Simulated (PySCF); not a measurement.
CH3F3OSi. Atoms are numbered in the order given.

```xyz
9

O     -2.2716     0.3486    -0.0307
C     -1.3381    -0.7069     0.1441
Si     0.4078    -0.0729    -0.0235
F      0.8188     0.2844    -1.5334
F      1.5024    -1.1077     0.5388
F      0.5243     1.2858     0.8367
H     -2.1203     1.0066     0.6617
H     -1.4592    -1.2402     1.1097
H     -1.5373    -1.4552    -0.6407
```
Charge 0, spin multiplicity 1.

Geometry: B3LYP-D3(BJ)/def2-SVP. Other conformers were not sampled.

These are TDDFT-PBE/def2-SVPD (PySCF) values and carry that method's errors.

Vertical excitations. 

### Question
Give excitation energies, oscillator strengths and character. (The exact figures need the calculation; the answer reports its results.)

### Answer

| state | energy (eV) | λ (nm) | f | main pairs |
|---|---|---|---|---|
| S1 | 6.04 | 205 | 0.002 | HOMO→LUMO 98 % |
| S2 | 6.52 | 190 | 0.045 | HOMO→LUMO+1 97 % |
| S3 | 7.49 | 166 | 0.005 | HOMO→LUMO+2 94 % |
| S4 | 7.57 | 164 | 0.017 | HOMO→LUMO+3 95 % |
| S5 | 7.78 | 159 | 0.004 | HOMO−1→LUMO 94 % |
| S6 | 7.95 | 156 | 0.006 | HOMO→LUMO+4 94 % |
| S7 | 8.21 | 151 | 0.026 | HOMO−1→LUMO+1 90 % |
| S8 | 8.43 | 147 | 0.037 | HOMO→LUMO+5 92 % |
| S9 | 9.07 | 137 | 0.005 | HOMO→LUMO+6 94 % |
| S10 | 9.16 | 135 | 0.002 | HOMO→LUMO+7 58 %, HOMO−1→LUMO+2 37 % |
| T1 | 5.75 | 216 | 0 | HOMO→LUMO 96 % |
| T2 | 6.18 | 201 | 0 | HOMO→LUMO+1 95 % |
| T3 | 7.15 | 173 | 0 | HOMO→LUMO+2 98 % |
| T4 | 7.43 | 167 | 0 | HOMO→LUMO+3 80 %, HOMO−1→LUMO 16 % |
Triplets are in the Tamm–Dancoff approximation, which puts them higher than full response would, so one can lie above its singlet here.
